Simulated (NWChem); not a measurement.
# WOF₃, doublet; SMILES [O]=[W]([F])([F])[F]

```xyz
5

W     -0.0182    -0.0001    -0.1044
O      1.5292    -0.0021    -0.7811
F     -0.1291    -1.6972     0.6265
F     -1.7181     0.0027    -0.9034
F     -0.1243     1.6973     0.6265
```
Atoms are numbered in this order, from 1.

Level: PBE0/def2-SVP with def2 effective core potentials on W, spin-unrestricted (NWChem), optimised geometry, unscaled harmonic frequencies. The spin multiplicity was typed, not searched, and may not be the lowest. def2 effective core potentials on W; no spin-orbit coupling.

```json
[
 {"frequency (cm⁻¹)": "10", "IR intensity (km/mol)": "30.6"},
 {"frequency (cm⁻¹)": "158", "IR intensity (km/mol)": "7.0"},
 {"frequency (cm⁻¹)": "200", "IR intensity (km/mol)": "12.9"},
 {"frequency (cm⁻¹)": "233", "IR intensity (km/mol)": "8.2"},
 {"frequency (cm⁻¹)": "285", "IR intensity (km/mol)": "3.8"},
 {"frequency (cm⁻¹)": "682", "IR intensity (km/mol)": "108.2"},
 {"frequency (cm⁻¹)": "714", "IR intensity (km/mol)": "45.6"},
 {"frequency (cm⁻¹)": "720", "IR intensity (km/mol)": "164.5"},
 {"frequency (cm⁻¹)": "1062", "IR intensity (km/mol)": "137.3"}
]
```

```
Property                                                                                              Value
-----------------------------------------------------------------------------------------  ----------------
zero-point energy                                                                              5.8 kcal/mol
thermal correction to the enthalpy at 298.15 K (with zero-point energy)                       10.3 kcal/mol
heat capacity Cv                                                                           17.9 cal/(mol K)
entropy at 298.15 K and 1 atm (symmetry number 1, electronic part: spin degeneracy alone)  87.6 cal/(mol K)
```

Rigid rotor and harmonic oscillator; modes under 100 cm⁻¹ make the entropy uncertain.
